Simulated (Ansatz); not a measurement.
Geometry optimisation, Ansatz, RKS LDA/def2-SVP.

Input:

```yaml
crystal:
  periodic: [false, false, false]
  atoms:
    - { symbol: B, position_ang: [0.083974, -0.6618, -0.065718] }
    - { symbol: H, position_ang: [-0.740888, 0.956437, 1.498698] }
    - { symbol: H, position_ang: [1.190274, -0.196628, 0.129693] }
    - { symbol: Cl, position_ang: [-0.898628, -0.059727, -1.38419] }
    - { symbol: "N", position_ang: [-0.399761, -1.793717, 0.742968] }
    - { symbol: H, position_ang: [-1.337559, -2.140438, 0.501715] }
    - { symbol: Si, position_ang: [0.471821, -2.509709, 2.080965] }
    - { symbol: H, position_ang: [0.492763, -4.010423, 1.952979] }
    - { symbol: H, position_ang: [1.86674, -1.957327, 2.043314] }
    - { symbol: H, position_ang: [-0.175429, -2.161072, 3.4001] }
    - { symbol: H, position_ang: [-0.786808, 0.246005, 1.656976] }
basis:
  gaussian: { orbitals: def2-SVP }
hamiltonian:
  xc: lda
relax:
  f_tol: 0.03
  max_steps: 50
```

Run as:

```bash
$ ansatz run input.yaml --threads 2 --pin off --max-ram 3072MiB --backend cpu --events-out ev --progress --plain --runs-dir out
```

Where does it end, and by what steps?

The run converged. The force dipped under the threshold on the way, but the program's further checks kept it going. After 17 steps the energy has fallen by 0.280 eV; H2 moved furthest, 1.06 Å.

| step | energy less start (eV) | largest force component (eV/Å) | accepted |
| --- | --- | --- | --- |
| 0 | 0.0000 | 2.178 | yes |
| 1 | -0.2029 | 0.902 | yes |
| 2 | -0.2497 | 0.280 | yes |
| 3 | -0.2571 | 0.145 | yes |
| 4 | -0.2598 | 0.097 | yes |
| 5 | -0.2608 | 0.191 | yes |
| 6 | -0.2617 | 0.448 | yes |
| 7 | -0.2628 | 0.308 | yes |
| 8 | -0.2687 | 0.026 | yes |
| 9 | -0.2703 | 0.045 | yes |
| 10 | -0.2697 | 0.478 | no |
| 11 | -0.2726 | 0.032 | yes |
| 12 | -0.2744 | 0.154 | yes |
| 13 | -0.2758 | 0.230 | yes |
| 14 | -0.2745 | 0.281 | no |
| 15 | -0.2782 | 0.081 | yes |
| 16 | -0.2794 | 0.009 | yes |
| 17 | -0.2798 | 0.030 | yes |

```xyz
11
Properties=species:S:1:pos:R:3
B 0.217 -0.927 -0.372
H -0.956 0.921 2.536
H 1.378 -0.573 -0.282
Cl -0.719 -0.416 -1.770
N -0.373 -1.727 0.611
H -1.358 -1.987 0.456
Si 0.435 -2.352 2.043
H 0.469 -3.857 2.006
H 1.826 -1.793 2.034
H -0.302 -1.925 3.285
H -0.851 0.348 2.009
```

Whether the end is a true minimum wasn't checked by a vibrational analysis.

Run time: 23 s on 2 threads of Arm Neoverse V1 (shared host), peak memory 0.14 GiB.
